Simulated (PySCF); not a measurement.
H6AlO2Si2, doublet, at a GFN2-xTB geometry (such geometries of metal compounds can be far from the true shape) (the spin is typed, not shown lowest); DF-PBE/6-31G* run with PySCF.

The PySCF input:
```python
from pyscf import gto, scf, dft

mol = gto.Mole()
mol.atom = '''
    Al   -0.026980   -0.407024    0.042747
    O    -1.398770    0.079780    0.899557
    Si   -2.729889    0.558344    1.730749
    H    -2.748182   -0.226752    2.964765
    H    -3.878578    0.269980    0.872258
    H    -2.572258    1.989962    1.985521
    O     1.384273   -0.292448   -0.878183
    Si    2.755577   -0.173120   -1.770791
    H     2.546118   -0.999602   -2.959374
    H     3.840605   -0.676499   -0.928804
    H     2.919383    1.242427   -2.100487
'''
mol.basis = '6-31g*'
mol.charge = 0
mol.spin = 1
mol.verbose = 4
mol.build()

mf = dft.UKS(mol)
mf.xc = 'pbe'
mf.grids.level = 0
mf = mf.density_fit(auxbasis='def2-universal-jkfit')
mf.kernel()
```

Task: Write the output that PySCF gives for this input, abridged.

Result: 
```
PySCF version 2.14.0

[INPUT] verbose = 4
[INPUT] num. atoms = 11
[INPUT] num. electrons = 63
[INPUT] charge = 0
[INPUT] spin (= nelec alpha-beta = 2S) = 1
[INPUT] symmetry False subgroup None
[INPUT] Mole.unit = angstrom
[INPUT] Symbol           X                Y                Z      unit          X                Y                Z       unit  Magmom
[INPUT]  1 Al    -0.026980000000  -0.407024000000   0.042747000000 AA   -0.050984810841  -0.769163886125   0.080780122647 Bohr   0.0
[INPUT]  2 O     -1.398770000000   0.079780000000   0.899557000000 AA   -2.643292211258   0.150762350218   1.699916363435 Bohr   0.0
[INPUT]  3 Si    -2.729889000000   0.558344000000   1.730749000000 AA   -5.158742560463   1.055117243294   3.270641600365 Bohr   0.0
[INPUT]  4 H     -2.748182000000  -0.226752000000   2.964765000000 AA   -5.193311320459  -0.428499178197   5.602593873696 Bohr   0.0
[INPUT]  5 H     -3.878578000000   0.269980000000   0.872258000000 AA   -7.329450172763   0.510188259110   1.648328729961 Bohr   0.0
[INPUT]  6 H     -2.572258000000   1.989962000000   1.985521000000 AA   -4.860863141721   3.760483178292   3.752090904573 Bohr   0.0
[INPUT]  7 O      1.384273000000  -0.292448000000  -0.878183000000 AA    2.615896851630  -0.552646625677  -1.659525357249 Bohr   0.0
[INPUT]  8 Si     2.755577000000  -0.173120000000  -1.770791000000 AA    5.207285845151  -0.327149386685  -3.346310013845 Bohr   0.0
[INPUT]  9 H      2.546118000000  -0.999602000000  -2.959374000000 AA    4.811465700825  -1.888974013567  -5.592406360159 Bohr   0.0
[INPUT] 10 H      3.840605000000  -0.676499000000  -0.928804000000 AA    7.257691602635  -1.278397833542  -1.755185183401 Bohr   0.0
[INPUT] 11 H      2.919383000000   1.242427000000  -2.100487000000 AA    5.516834322711   2.347846759765  -3.969345158209 Bohr   0.0

nuclear repulsion = 308.979015037872
number of shells = 48
number of NR pGTOs = 231
number of NR cGTOs = 94
basis = 6-31g*
ecp = {}

******** <class 'pyscf.df.df_jk.DFUKS'> ********
method = DFUKS
initial guess = minao
damping factor = 0
level_shift factor = 0
DIIS = <class 'pyscf.scf.diis.CDIIS'>
diis_start_cycle = 1
diis_space = 8
diis_damp = 0
SCF conv_tol = 1e-09
SCF conv_tol_grad = None
SCF max_cycles = 50
direct_scf = False
number electrons alpha = 32  beta = 31
XC library pyscf.dft.libxc version 7.1.2
    S. Lehtola, C. Steigemann, M. J. T. Oliveira, and M. A. L. Marques,  SoftwareX 7, 1–5 (2018)
XC functionals = pbe
    J. P. Perdew, K. Burke, and M. Ernzerhof,  Phys. Rev. Lett. 77, 3865 (1996)
    J. P. Perdew, K. Burke, and M. Ernzerhof,  Phys. Rev. Lett. 78, 1396 (1997)
    J. P. Perdew, K. Burke, and M. Ernzerhof,  Phys. Rev. Lett. 77, 3865 (1996)
    J. P. Perdew, K. Burke, and M. Ernzerhof,  Phys. Rev. Lett. 78, 1396 (1997)
radial grids:
    Treutler-Ahlrichs [JCP 102, 346 (1995); DOI:10.1063/1.469408] (M4) radial grids

becke partition: Becke, JCP 88, 2547 (1988); DOI:10.1063/1.454033
pruning grids: <function nwchem_prune>
grids dens level: 0
symmetrized grids: False
atomic radii adjust function: <function treutler_atomic_radii_adjust>
small_rho_cutoff = 0
Set gradient conv threshold to 3.16228e-05
tot grids = 10768
init E= -975.171652582073

cycle= 1 E= -974.64841526969  delta_E= 0.523  |g|= 0.917  |ddm|= 2.29
cycle= 2 E= -972.026820771012  delta_E= 2.62  |g|= 2.47  |ddm|= 2.84
cycle= 3 E= -974.975656635362  delta_E= -2.95  |g|= 0.123  |ddm|= 2.45
cycle= 4 E= -974.983726768836  delta_E= -0.00807  |g|= 0.0438  |ddm|= 0.225
cycle= 5 E= -974.98498818858  delta_E= -0.00126  |g|= 0.00861  |ddm|= 0.0659
cycle= 6 E= -974.985037698217  delta_E= -4.95e-05  |g|= 0.00214  |ddm|= 0.017
cycle= 7 E= -974.985040030632  delta_E= -2.33e-06  |g|= 0.0016  |ddm|= 0.00409
cycle= 8 E= -974.985041045095  delta_E= -1.01e-06  |g|= 0.000324  |ddm|= 0.00136
cycle= 9 E= -974.985041101566  delta_E= -5.65e-08  |g|= 4.34e-05  |ddm|= 0.000498
cycle= 10 E= -974.985041103485  delta_E= -1.92e-09  |g|= 9.81e-06  |ddm|= 0.000114
cycle= 11 E= -974.985041103572  delta_E= -8.66e-11  |g|= 3.28e-06  |ddm|= 2.59e-05
Extra cycle  E= -974.985041103577  delta_E= -5.23e-12  |g|= 3.41e-06  |ddm|= 1.36e-05
converged SCF energy = -974.985041103577  <S^2> = 0.75362257  2S+1 = 2.0036193
```
